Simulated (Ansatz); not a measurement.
Reaction (redistribution): `OC[SiH2]O[SiH3]` + `O[SiH2]C[TeH]` → `OC[SiH2][SiH2]O` + `[SiH3]OC[TeH]`

Program: Ansatz. Geometries: PBE0-D4/def2-TZVP. ΔE: electronic, gas phase. CBS: MP2 limit from def2 TZ/QZ plus the TZ coupled-cluster correction, frozen cores. DFT in def2-TZVPP. def2 core potentials past Kr. For Te outer-core shells are correlated without core-valence functions, which leaves a few kJ/mol of doubt a bond. Each species was taken in one conformer, which may not be the lowest.

| level | ΔE (kJ/mol) |
| --- | --- |
| r2SCAN-D4 | 221.1 |
| PBE0-D4 | 211.3 |
| MP2/def2-TZVPP | 246.8 |
| CCSD/CBS(def2) | 238.6 |

Task: What does CCSD(T)/CBS give? (An estimate is asked.)

Result: The calculation gave: +235.1 kJ/mol. The listed levels differ from it by -14.0, -23.8, 11.7, 3.5 kJ/mol.

Largest T1 diagnostic among the species: 0.012.

The D4 term adds +5.0 kJ/mol with B3LYP and +2.5 kJ/mol with PBE0; it sums over pairs of atoms, weighted by their polarisabilities, and B3LYP, whose exchange is more repulsive, gets the larger term. From PBE to PBE0 (25 % exact exchange), in def2-TZVPP and without D4, ΔE moves by +16.5 kJ/mol.

B3LYP here is the variant with VWN-RPA as its local correlation; programs differ in this.
